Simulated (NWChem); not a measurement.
## Correlation energy of boron monoxide dimer (B2O2)

SMILES: O=BB=O
```xyz
4

O      0.0000     0.0000    -2.0254
B      0.0000     0.0000    -0.8262
B      0.0000     0.0000     0.8262
O      0.0000     0.0000     2.0254
```
Charge 0, spin multiplicity 1.

The numbers come from NWChem runs, not from measurements. The geometry was optimised at PBE0/def2-SVP, a minimum by its harmonic frequencies. It is one conformer; others weren't searched.

Basis set: 3-21G. Each correlation energy counts from its own Hartree-Fock reference.

The correlated methods keep 4 core orbitals frozen. Coupled-cluster values serve here as a point of comparison, not as the truth.

One of these methods gave a correlation energy of -380.7 mHa. Which?
A. SCS-MP2
B. CCSD
C. CCSD+T(CCSD)
D. MP2

D, MP2. The others give -367.0 (SCS-MP2), -371.4 (CCSD), -392.3 (CCSD+T(CCSD)).
